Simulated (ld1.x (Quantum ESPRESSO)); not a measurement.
## Which change was made? (Co, PAW)

ld1.x (Quantum ESPRESSO) 7.5 input, shortened:

```
&input
   title='Co', zed=27., rel=1, dft='WC', iswitch=3,
   config='[Ar] 3d7 4s1.5 4p0'
 /
 &inputp
   pseudotype=3, lpaw=.true., tm=.true., lloc=-1, rcloc=2.35,
   nlcc=.true., new_core_ps=.true.,
   which_augfun='PSQ', rmatch_augfun_nc=.true.
 /
6
4S  1  0   1.50   0.00  1.90  2.40  0.0
4S  1  0   0.00   0.15  1.90  2.40  0.0
3P  2  1   6.00   0.00  1.10  1.25  0.0
4P  3  1   0.00   0.00  1.10  1.25  0.0
3D  3  2   7.00   0.00  1.10  1.50  0.0
3D  3  2   0.00   0.30  1.10  1.50  0.0
 &test
   configts(1)='3p6 3d7 4s1.5 4p0'
 /
```

Cutoffs, loose and tight: the cutoffs (Ry, on a coarse ladder) from which the occupation-weighted sum of valence levels, in a spherical-Bessel basis at the reference potential, stays within 10 and 1 mRy of its value at 400 Ry. They do not see the model core or the augmentation charge, which bear on the density cutoff. Test errors are all-electron minus pseudo excitation energies from the reference, over the configurations 3p6 3d7 4s2 4p0; 3p6 3d7 4s1 4p0; 3p6 3d7 4s0 4p0; 3p6 3d7.5 4s1.5 4p0; 3p6 3d8 4s0 4p0; 3p6 3d7 4s0 4p2; 3p6 3d6 4s2 4p1; variants that change the core or the reference have their own tests.

The base gives: outcome: generated; cutoff, loose: 70 Ry; cutoff, tight: 110 Ry; bound ghosts: none; largest test error (meV): -22.

After one change the result is: outcome: generated; cutoff, loose: 70 Ry; cutoff, tight: 110 Ry; bound ghosts: none; largest test error (meV): +94. Which change was it?
A. waves 4s (bound): rcut 1.90, rcutus 3.08 bohr; 4s channel at 0.15 Ry: rcut 1.90, rcutus 3.08 bohr
B. waves 4s (bound): rcut 1.90, rcutus 3.54 bohr; 4s channel at 0.15 Ry: rcut 1.90, rcutus 3.54 bohr
C. waves 4s (bound): rcut 1.68, rcutus 1.78 bohr; 4s channel at 0.15 Ry: rcut 1.68, rcutus 1.78 bohr

B. The others give: waves 4s (bound): rcut 1.90, rcutus 3.08 bohr; 4s channel at 0.15 Ry: rcut 1.90, rcutus 3.08 bohr → outcome: generated; cutoff, loose: 70 Ry; cutoff, tight: 110 Ry; bound ghosts: none; largest test error (meV): +31 | waves 4s (bound): rcut 1.68, rcutus 1.78 bohr; 4s channel at 0.15 Ry: rcut 1.68, rcutus 1.78 bohr → outcome: failed: new_paw_hamiltonian: negative rho.
